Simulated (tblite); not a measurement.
**Question.** Give a GFN2-xTB geometry of `c1(C=S)ccc([O-])s1`. (Charge -1.)

**Answer.** 
```
atom  x, y, z in Å
O1     2.947   -1.076   -0.557
C2     1.836   -0.629   -0.334
C3     1.429    0.655    0.109
C4     0.082    0.831    0.261
C5    -0.704   -0.287   -0.045
C6    -2.073   -0.419    0.007
S7    -3.142    0.775    0.466
S8     0.336   -1.629   -0.551
H9     2.172    1.412    0.302
H10   -0.380    1.748    0.589
H11   -2.497   -1.380   -0.273
```

Orientation and origin are arbitrary. Atoms count from 1 in this order. The C–S distances run from 1.667 Å (C6=S7, drawn double) to 1.815 Å (C2–S8, aromatic), a spread of 0.148 Å. Of the pairs four or more bonds apart, S7···H10 is among the closest relative to their van der Waals radii: 2.93 Å, 98 % of the sum of Bondi's values. C2 (aromatic carbon bearing oxygen) is planar (angles 130.6°, 122.0° and 107.4°, sum 360.0°, 0.00 Å off the plane of its three neighbours). The 5-membered ring C2–C3–C4–C5–S8 has internal angles of 91.9° to 115.7°; it is planar, 0.00 Å rms from its mean plane, widest ring torsion 0°.

Bonds between heavy atoms (Å): O1–C2 1.218, C2–C3 1.418, C3–C4 1.367, C4–C5 1.400, C5–C6 1.376, C6=S7 1.667, C5–S8 1.772, C2–S8 1.815.

Computed geometry: GFN2-xTB, gas phase.

Point group: Cs (tolerance 0.08 Å). Its GFN2-xTB frequencies are all real (lowest 84 cm⁻¹). Torsions: C4–C5–C6–S7 0°.

One conformer stands for the species.
